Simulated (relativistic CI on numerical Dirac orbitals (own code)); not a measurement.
**Slater and spin-orbit integrals, Cr⁺**

Computed by Dirac-Coulomb-Breit CI, orbitals from a KLI potential per configuration, model QED (radiative potential, 1s self-energy scaled to tabulated hydrogen-like ionisation energies), valence Slater integrals scaled by 0.85, P86 correlation energy added to each configuration (own radial code, finite nucleus).

Slater integrals F^k, G^k are unscaled and averaged over j, outside the closed core [Ar]; ζ comes from projecting the Hamiltonian with its Breit term on Σ l·s of the shell.

- 3d⁵: F^2(3d,3d) = 66906, F^4(3d,3d) = 41152, ζ(3d) = 179.33 cm⁻¹; <r>(3d) = 1.372, <r^2>(3d) = 2.503 (bohr units).
- 3d⁴4s: F^2(3d,3d) = 73840, F^4(3d,3d) = 45704, ζ(3d) = 217.36, G^2(3d,4s) = 11957 cm⁻¹; <r>(3d) = 1.262, <r^2>(3d) = 2.083, <r>(4s) = 2.944, <r^2>(4s) = 9.926 (bohr units).
- 3d⁴4p: F^2(3d,3d) = 75096, F^4(3d,3d) = 46547, ζ(3d) = 222.48, F^2(3d,4p) = 15235, G^1(3d,4p) = 7016, G^3(3d,4p) = 5587.5, ζ(4p) = 246.21 cm⁻¹; <r>(3d) = 1.243, <r^2>(3d) = 2.008, <r>(4p) = 3.722, <r^2>(4p) = 15.92 (bohr units).

Give the Racah parameters of the d shell in 3d⁵.

B = F²/49 − 5F⁴/441 = 899 cm⁻¹ and C = 35F⁴/441 = 3266 cm⁻¹; values fitted to spectra at such low charge are typically 15 to 30 % smaller.

In this model ζ of a weakly bound d, f or g electron outside closed shells comes out too small, for d by up to a factor of two or three and at times with the wrong sign; that of an outer p electron is too small as well.

For a near-neutral ion this model can misplace configurations by up to about 10,000 cm⁻¹ (more where the count of f electrons changes) and terms by 10 to 25 % of their spread. Rates follow the energies as ν³ (E1, M1) or ν⁵ (E2), so they and the lifetimes can be off by large factors. The fine structure of a lone outer electron comes out too small, for d and f at times inverted, and misplaced configurations move strength between like terms. 33 of the 33 excited levels that our extract of the measured tables holds in this range could be paired (the sources list more); they are missed by 2517 cm⁻¹ on average and 3868 at most, and levels without a partner can miss by more.

Averages of the first 10 configurations, taken without configuration mixing, which lowers the lowest level and can move excited configurations by several eV; other configurations of the list can lie among them:

```tsv
Configuration	Parity	States	Average energy above the lowest level (eV)
3d⁵	even	252	4.7
3d⁴4s	even	420	4.8
3d⁴4p	odd	1260	8.9
3d³4s4p	odd	1440	12.8
3d³4s²	even	120	8.9
3d⁴5s	even	420	12.9
3d⁴4d	even	2100	13.4
3d⁴5p	odd	1260	14.2
3d⁴4f	odd	2940	15.8
3d⁴5d	even	2100	15.9
```
